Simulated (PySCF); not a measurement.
C6H7N2 (doublet state).
Structure used (GFN2-xTB), in Å, numbered top down from 1:
```xyz
15
C6H7N2 angstrom
C     -1.353    1.256    1.028
C     -1.179    0.171    0.277
C     -1.652   -1.088    0.721
N     -2.034   -2.116    1.056
C     -0.462    0.159   -1.045
C      0.886   -0.571   -0.913
C      1.798    0.137    0.001
N      2.784   -0.300    0.605
H     -0.997    2.220    0.706
H     -1.855    1.213    1.979
H     -1.075   -0.357   -1.789
H     -0.296    1.186   -1.375
H      1.372   -0.607   -1.893
H      0.718   -1.601   -0.577
H      3.341    0.304    1.197
```

The hyperfine couplings belong to this conformer and change with its torsions.

As a line formula: `[H]/N=[C]/CCC(=C)C#N` [radical].

Computed with UKS B3LYP, pcH-1 on C H N, non-relativistic, mean-field spin-orbit, GIAO in PySCF. Isolated species at its GFN2-xTB geometry (one conformer only). The geometry wasn't refined by DFT: couplings that depend on bond lengths, twists or pyramidal angles can differ widely from those at the functional's own minimum. Stability of the SCF solution: not tested.

(1) Give the isotropic g value and a_iso(1H) at H15.

(2) Take this nucleus alone (I = 1/2, g_N = 5.5857) with S = 1/2. Where do its 2 lines fall at 9.491 GHz to first order, to second order and exactly?

(3) Give the zero-field levels of this pair of spins.

Results:

(1) g_iso = 2.00134 and a = +141.49 MHz, or +5.051 mT (Mulliken spin population +0.04).

(2) First order: B = B0 − a·mI with B0 = 338.829 mT. Second order subtracts a²[I(I+1) − mI²]/(2B0). The exact fields come from the Breit–Rabi levels of H = g μB B Sz − g_N μN B Iz + a S·I.

```
  mI  first order (mT)  second order (mT)  exact (mT)  exact − first order
−1/2           341.355            341.336     341.336               -0.019
+1/2           336.303            336.284     336.284               -0.019
```

(3) F = I ± 1/2 = 1 and 0, at a·I/2 = +35.4 MHz and −a(I+1)/2 = -106.1 MHz, that is |a|(I + 1/2) = 141.5 MHz apart; F = 0 lies lower.

Other couplings of abundant isotopes, left aside here: 2 × 1H 24 MHz, 1 × 14N 10 MHz, 1 × 1H 1 MHz.

Nuclei that the bonding pattern makes equivalent are averaged, as if the motion that swaps them (rotation, inversion, ring flip) were fast. The 1H value of +23.5 MHz is a mean of couplings from -0.5 to 47.5 MHz in this one geometry, not an average over conformers.

The run took 1.7 min of wall time (with the writing of density and orbital grids) on an Arm Neoverse N1 with one thread, shared host with 64 logical CPUs at a one-minute load of 42, and the process peaked at 1.1 GiB of memory.
